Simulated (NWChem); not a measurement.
# C2H2Cl, doublet; SMILES C(Cl)=[CH]

Program: NWChem. Pople sets run with spherical d functions. Spin-unrestricted. In the optimisation the excess spin sits in a' (Cs, its own frame). Coordinates come from a PBE0/def2-SVP, spin-unrestricted optimisation. No stability test was run on the SCF state. COSMO at PBE/6-31G*, default radii, gas-phase geometry; f = (ε − 1)/ε scales the surface charges.

```
row            f  electrostatic solvation energy (kcal/mol)
--------  ------  -----------------------------------------
ε = 2.4   0.5833                                      -1.30
ε = 3.9   0.7436                                   withheld
ε = 4.8   0.7917                                      -1.80
ε = 7.6   0.8684                                      -2.00
ε = 20.7  0.9517                                      -2.21
```

Question: Fit a straight line of the last column on the one before it, predict the withheld value, and compare with the run.

Answer: 
1. Means of the 4 shown rows: x = 0.79878, y = -1.827. Slope Σ(x − x̄)(y − ȳ)/Σ(x − x̄)² = -0.1844/0.07471 = -2.468; intercept 0.144.
2. The shown rows scatter about the line by 0.006 (root mean square); the largest residual is +0.01, at ε = 4.8.
3. At x = 0.7436 (ε = 3.9; inside the shown range) the line gives -1.69.
4. The run gives -1.68, +0.01 from the line.
